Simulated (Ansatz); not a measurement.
Geometry optimisation, UKS BLYP/def2-SVP (Ansatz 0.2.0).

The input (input.yaml):

```yaml
crystal:
  periodic: [false, false, false]
  atoms:
    - { symbol: "N", position_ang: [-1.4549, 0.9823, -0.4343] }
    - { symbol: B, position_ang: [-0.1203, 0.9667, 0.1759] }
    - { symbol: O, position_ang: [0.146, -0.0122, 1.2046] }
    - { symbol: Si, position_ang: [0.9078, -1.3665, 0.3944] }
    - { symbol: H, position_ang: [-1.3755, 0.9145, -1.4953] }
    - { symbol: H, position_ang: [-1.873, 2.0055, -0.2799] }
    - { symbol: H, position_ang: [0.7327, 1.7611, -0.1352] }
    - { symbol: H, position_ang: [1.1995, -2.4024, 1.3753] }
    - { symbol: H, position_ang: [-0.1464, -1.9026, -0.5111] }
    - { symbol: H, position_ang: [2.0671, -0.9976, -0.2915] }
magnetization:
  spin_polarized: true
basis:
  gaussian: { orbitals: def2-SVP }
hamiltonian:
  xc: blyp
relax:
  f_tol: 0.02
  max_steps: 50
```

Launched with:

```bash
$ ansatz run input.yaml --threads 2 --pin off --max-ram 3072MiB --backend cpu --events-out ev --progress --plain --runs-dir out
```

Where does it end, and by what steps?

It converged. The force dipped under the threshold on the way, but the program's further checks kept it going. After 21 steps the energy has fallen by 1.837 eV; H5 moved furthest, 1.84 Å.

```
step  energy less start (eV)  largest force component (eV/Å)  accepted
   0                  0.0000                           2.557       yes
   1                 -0.4118                           1.574       yes
   2                 -0.5543                           0.823       yes
   3                 -0.6901                           0.308       yes
   4                 -0.7382                           1.245       yes
   5                 -0.8157                           1.700       yes
   6                 -1.0600                           1.650       yes
   7                 -1.2742                           1.391       yes
   8                 -1.4493                           1.823       yes
   9                 -1.6410                           1.056       yes
  10                 -1.7637                           0.517       yes
  11                 -1.8067                           0.473       yes
  12                 -1.8282                           0.243       yes
  13                 -1.8268                           0.392        no
  14                 -1.8334                           0.122       yes
  15                 -1.8357                           0.035       yes
  16                 -1.8361                           0.006       yes
  17                 -1.8364                           0.029       yes
  18                 -1.8366                           0.032       yes
  19                 -1.8367                           0.026       yes
  20                 -1.8368                           0.025       yes
  21                 -1.8368                           0.018       yes
```

```xyz
10
Properties=species:S:1:pos:R:3
N -1.410 1.626 -0.353
B -0.208 0.893 -0.305
O -0.217 -0.395 0.204
Si 0.960 -1.578 0.424
H -1.464 2.577 -0.716
H -2.302 1.247 -0.026
H 0.822 1.405 -0.713
H 0.990 -1.962 1.873
H 0.597 -2.783 -0.392
H 2.315 -1.080 0.007
```

Whether the end is a true minimum wasn't checked by a vibrational analysis.

Run time: 44 s on 2 threads of Intel(R) Xeon(R) Platinum 8375C CPU @ 2.90GHz (Ice Lake) (shared host), peak memory 0.2 GiB.
